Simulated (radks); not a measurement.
The mean radii <r> (bohr) of the occupied orbitals of an atom or ion are listed with their occupations. Calculated with a radial shooting solver on a logarithmic mesh with Libxc functionals: scalar-relativistic Kohn-Sham, BLYP, spin-polarised, spherical densities, finite nucleus; Fermi nuclear charge, rms radius of each element as measured or else 0.836 A^(1/3) + 0.57 fm.

orbital  occ.     <r>
1s          2  0.5788

Name the element and its charge. Open shells, if any, are filled with parallel spins first.

Answer. Z = 3, lithium, charge +1: Li+ in [He]. The 1s radius gives Z: for a bare nucleus <r> = (2 gamma + 1)/(2Z) with gamma = sqrt(1 - (Z/c)^2), 0.4999 bohr for Z = 3, and screening makes it slightly larger (0.5788 here). The occupations add up to 2, and the charge is Z minus that.
